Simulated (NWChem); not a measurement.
# SiNH4OBr; SMILES O[SiH](Br)N

```xyz
8

Si    -0.0449    -1.0269    -0.3905
N      1.3149    -1.7426     0.3349
O     -1.3821    -1.5502     0.4271
Br    -0.1331     1.2293    -0.2900
H     -0.0209    -1.3459    -1.8378
H      2.1898    -1.8234    -0.1689
H      1.4478    -1.7262     1.3397
H     -2.0947    -0.9087     0.5086
```
Atoms are numbered in this order, from 1.

All runs: NWChem. The geometry was optimised at PBE0/def2-SVP. Level: PBE0/def2-SVP with SMD (1 M gas to 1 M solution), gas-phase geometry. Reactions with the solvent are ignored.

Question: Estimate the computed values for solvent n-hexane. Quantities: solvation free energy (kcal/mol); cavity-dispersion-structure term (kcal/mol); dipole in solution (D).

Answer: 
```
Quantity                                     Value
-------------------------------------------  -----
solvation free energy (kcal/mol)              -4.2
cavity-dispersion-structure term (kcal/mol)   -1.7
dipole in solution (D)                        1.34
```
